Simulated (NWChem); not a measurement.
System: C₃H₆ClF; SMILES C[C@H](F)CCl

```xyz
11

C      0.7355     2.1219    -0.0759
C     -0.0103     0.8291    -0.3254
F     -1.3138     0.9790     0.0905
C      0.6077    -0.3373     0.4136
Cl    -0.1869    -1.8815     0.0166
H      0.7775     2.3456     1.0010
H      1.7624     2.0704    -0.4662
H      0.2155     2.9501    -0.5775
H     -0.0321     0.5974    -1.4053
H      0.5158    -0.1850     1.4986
H      1.6714    -0.4331     0.1553
```
Atoms are numbered in this order, from 1.

All runs: NWChem. Pople sets run with spherical d functions. Structure relaxed at the PBE0/def2-SVP level. GIAO values for the isolated, static molecule; σ is the absolute isotropic shielding, δ = σ(reference) − σ with the isolated reference molecule computed at the same levels (13C: tetramethylsilane, 19F: trichlorofluoromethane, 1H: tetramethylsilane).

For level B3LYP/6-31G*:

| Item | Value |
|---|---|
| δ C2 (ppm) | 84.4 |
| δ F3 (ppm) | -191.4 |
| δ C4 (ppm) | 50.1 |
| σ Cl5 (ppm) | 870.0 |
| δ H9 (ppm) | 4.65 |

### Question
What are these values for level KT2/pcSseg-1?

### Answer
| Item | Result |
|---|---|
| δ C2 (ppm) | 91.4 |
| δ F3 (ppm) | -218.1 |
| δ C4 (ppm) | 54.0 |
| σ Cl5 (ppm) | 850.7 |
| δ H9 (ppm) | 4.49 |
